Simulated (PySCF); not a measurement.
Radial density of S (sulfur, neutral)

UHF, [Ne] 3s2 3p4, high-spin 3P determinant. All numbers are calculated (PySCF 2.14, no relativity, point nucleus, in aug-cc-pV(5+d)Z (8s7p6d4f3g2h, 136 functions)).

```
r (bohr)  4πr²ρ (e/bohr)  4πr²(ρα − ρβ)
 0.00155         0.07655         0.0000
 0.00260          0.2094         0.0000
 0.00438          0.5597         0.0000
 0.00737           1.439         0.0000
  0.0124           3.469         0.0001
  0.0208           7.498         0.0004
  0.0351           13.52         0.0024
  0.0590           18.16         0.0129
  0.0992           15.93         0.0545
   0.167           12.00         0.1572
   0.281           16.66         0.2258
   0.472           14.27         0.0450
   0.794           3.978         0.1662
    1.34           3.435         1.0329
    2.25           2.247         0.8018
    3.78          0.3125         0.1088
    6.36        0.006763         0.0014
```
